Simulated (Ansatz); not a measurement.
A nudged elastic band was laid between two geometries of AlH7O2Si3 (13 atoms, charge 0, multiplicity 1).

Level of theory: Ansatz, RKS B3LYP/def2-SVP.

* movable images: 5
* climbing image: yes
* spring: 5.0 eV/Å²
* optimiser: quadratic models (default)
* start path: through a guess of the saddle point
* force threshold: 0.03 eV/Å
* iteration limit: 60
* end points: relaxed

First end point:

```xyz
13
Properties=species:S:1:pos:R:3
O 0.656 -3.610 -0.752
Si 1.177 -2.611 0.469
O 0.531 -1.090 0.337
Al -0.052 0.483 0.088
Si 0.023 2.847 0.568
Si -1.608 1.992 -0.972
H -0.271 -3.877 -0.752
H 2.649 -2.545 0.315
H 0.778 -3.144 1.802
H -0.653 2.953 1.906
H 0.884 4.054 0.362
H -1.033 2.169 -2.350
H -3.062 2.343 -1.006
```

Last end point:

```xyz
13
Properties=species:S:1:pos:R:3
O 1.747 -3.045 1.235
Si 0.579 -2.847 0.070
O 0.147 -1.256 -0.103
Al -0.288 0.382 -0.142
Si 0.137 2.673 0.488
Si -1.733 2.148 -0.924
H 2.631 -2.708 1.047
H -0.583 -3.632 0.547
H 1.065 -3.318 -1.258
H -0.390 2.752 1.893
H 1.119 3.782 0.277
H -1.283 2.364 -2.341
H -3.128 2.671 -0.774
```

(1) What changes between the two ends?

(2) What energy profile does the band end with?

(3) What is the geometry of the highest image?

Results:

(1) No bond is made or broken.

(2) The run converged. The highest image is number 3 of 0 to 6, 1.3 kJ/mol above the ends, which have the same energy within 2 meV. A vibrational analysis at the climbing image gives no mode beyond 40i cm⁻¹: the surface is too flat there to confirm a saddle point.

| image | path coordinate (Å) | energy (kJ/mol) |
| --- | --- | --- |
| 0 | 0.00 | 0.0 |
| 1 | 1.41 | 0.2 |
| 2 | 2.82 | 0.8 |
| 3 | 4.23 | 1.3 |
| 4 | 5.51 | 1.2 |
| 5 | 6.79 | 0.6 |
| 6 | 8.07 | 0.0 |

(3) 
```xyz
13
Properties=species:S:1:pos:R:3
O 1.720 -3.263 -0.510
Si 0.575 -2.778 0.591
O 0.098 -1.212 0.333
Al -0.223 0.439 0.115
Si 0.450 2.754 0.238
Si -1.709 2.184 -0.644
H 1.429 -3.446 -1.411
H 1.228 -2.881 1.917
H -0.638 -3.639 0.501
H 0.243 3.098 1.686
H 1.422 3.725 -0.357
H -1.570 2.131 -2.140
H -3.004 2.853 -0.304
```

Time of the run: 15 min on 2 threads of Arm Neoverse V1, with other jobs on the host, peak memory 0.38 GiB.
